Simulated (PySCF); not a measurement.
## One molecule, a ladder of functionals, a line

Molecule: `CO[SiH2][SiH3]`, CH8OSi2.

Structure with atom numbers: `[CH3:1][O:2][SiH2:3][SiH3:4]` (H(Xn): hydrogen on atom n).

GIAO shieldings (ppm, equivalent atoms averaged) in PySCF on the PBE0-D3(BJ)/def2-SVP geometry, basis pcSseg-2, gas phase, non-relativistic:

```tsv
functional	exact exchange (%)	σ(C1)	σ(O2)	σ(Si3)
BLYP	0	114.6	317.1	332.6
BP86	0	119.0	323.7	341.0
PBE	0	119.2	323.3	342.0
B3LYP	20	120.7	328.2	346.5
mPW1PW91	25	125.5	335.2	358.7
BHandHLYP	50	128.3	340.7	367.9
HF	100	139.5	356.4	407.8
```

Task: Fit each shielding as a line in the percentage of exact exchange.

Result: σ(C1) = 117.7 + 0.22 x (rms 1.7 ppm); σ(O2) = 322.2 + 0.35 x (rms 2.7 ppm); σ(Si3) = 337.6 + 0.68 x (rms 4.0 ppm). The functionals also differ in their semilocal parts, which the line can't hold; Hartree–Fock has no correlation at all.

Task: What does the line predict for PBE0 (25 %), and what does the run give?

Result: σ(C1): 123.2 predicted, 126.1 computed; σ(O2): 330.9 predicted, 335.8 computed; σ(Si3): 354.6 predicted, 359.7 computed ppm.
